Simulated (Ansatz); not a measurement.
Molecule: CI, charge 0, multiplicity 2. SMILES: [C]I
Structure (B3LYP-D3(BJ)/def2-TZVP (Ansatz, a program for electronic structure) minimum search):
```xyz
2

C      0.0000     0.0000    -1.8315
I      0.0000     0.0000     0.2073
```
Charge 0, spin multiplicity 2.

Parts of the frozen-core correlation energy in def2-SVP (Ansatz, hartree). Frozen orbitals: 10; correlated occupied orbitals by spin: 6 and 5; virtual: 24 and 25. Open shells are spin-unrestricted. Spin-orbit coupling is left out. Past Kr the def2 sets carry scalar-relativistic core potentials.

| term | value |
|---|---|
| reference (HF) | -334.32661 |
| MP2 opposite-spin | -0.13060 |
| MP2 same-spin | -0.04485 |
| CCSD correlation | -0.20827 |
| (T) | -0.00910 |
| CCSDT minus CCSD(T) | -0.00181 |
| CCSDT(Q) minus CCSD(T) | -0.00268 |
| T1 diagnostic | 0.064 |
| largest doubles amplitude | 0.066 |
| <S^2> of the reference | 0.944 |
